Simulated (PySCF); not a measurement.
System: C4H7Cl2, charge 0, multiplicity 2. It need not be the lowest isomer of its formula. 
Geometry from a B3LYP-D3(BJ)/def2-TZVP (Ansatz) optimisation:
```xyz
13

C     -1.8919     0.7568     0.0792
C     -0.9605    -0.3360     0.4482
C      0.2839    -0.1588     1.2440
C      1.5582     0.0354     0.4244
Cl     1.5103     1.5595    -0.5452
Cl    -1.0557    -1.7900    -0.4952
H     -1.6223     1.2119    -0.8824
H     -2.9178     0.3923    -0.0068
H     -1.8603     1.5445     0.8334
H      0.4523    -1.0440     1.8692
H      0.1560     0.6949     1.9129
H      1.6960    -0.7756    -0.2857
H      2.4301     0.1088     1.0701
```
Charge 0, spin multiplicity 2.

Dispersion corrections to the total energy (kcal/mol) from the dftd3 and dftd4 libraries through PySCF: D3(BJ) without and D4 with the three-body term, each with the damping fitted for the functional named.

```json
[
 {"functional": "r2SCAN", "D3(BJ)": "-2.38", "D4": "-2.02"},
 {"functional": "PBE", "D3(BJ)": "-8.12", "D4": "-7.78"},
 {"functional": "B3LYP", "D3(BJ)": "-14.01", "D4": "-12.44"},
 {"functional": "HSE06", "D3(BJ)": "-5.55", "D4": "-6.17"},
 {"functional": "PW6B95", "D3(BJ)": "[?]", "D4": "-6.41"},
 {"functional": "revPBE", "D3(BJ)": "-20.24", "D4": "[?]"},
 {"functional": "TPSSh", "D3(BJ)": "[?]", "D4": "-9.63"}
]
```

Problem. Some entries are withheld; supply them.

Solution. 
- PW6B95, D3(BJ): -4.18
- revPBE, D4: -24.08
- TPSSh, D3(BJ): -9.58
